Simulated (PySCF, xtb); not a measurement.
BF₂HO, SMILES OB(F)F.

xtb with GFN2-xTB at its own geometry gives an orbital gap of 8.64 eV and a dipole moment of 2.81 D.

Coordinates come from a B3LYP-D3(BJ)/def2-TZVP optimisation. One conformer was computed; it need not be the lowest.

**Question.** What does PySCF with r2SCAN/def2-TZVPD give? (Estimate from the structure and the level; the computed values follow.)

**Answer.** gap 9.07 eV (levels -9.39 and -0.32 eV), dipole 1.95 D.
